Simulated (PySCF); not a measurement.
CBr₃, SMILES Br[C+](Br)Br, charge +1.

Geometry optimised at B3LYP-D3(BJ)/def2-SVP.

Two levels are set side by side: PBE/def2-TZVP (PySCF) and B3LYP/def2-TZVP (PySCF). Same geometry, gas phase. Differences are taken from unrounded values.

```tsv
quantity	PBE
orbital gap (eV)	2.39
highest occupied level (eV)	-12.67
lowest empty level (eV)	-10.28
mean polarisability (bohr³)	70.5
```

Task: These are the PBE values. What does B3LYP give? (An estimate is asked for; the answer gives what the named calculation found.)

Result: 
```
quantity                      B3LYP  PBE minus B3LYP
---------------------------  ------  ---------------
orbital gap (eV)               3.98            -1.58
highest occupied level (eV)  -13.72             1.05
lowest empty level (eV)       -9.75            -0.53
mean polarisability (bohr³)    69.3              1.2
```

PBE's occupied levels lie high since its potential decays too fast outside the molecule; exact exchange lowers them and widens the gap. Differences between two approximate levels are no errors against the true value.

Rough cost on one machine, each run with all the roots and properties that it gave: B3LYP against PBE within a factor of 2.
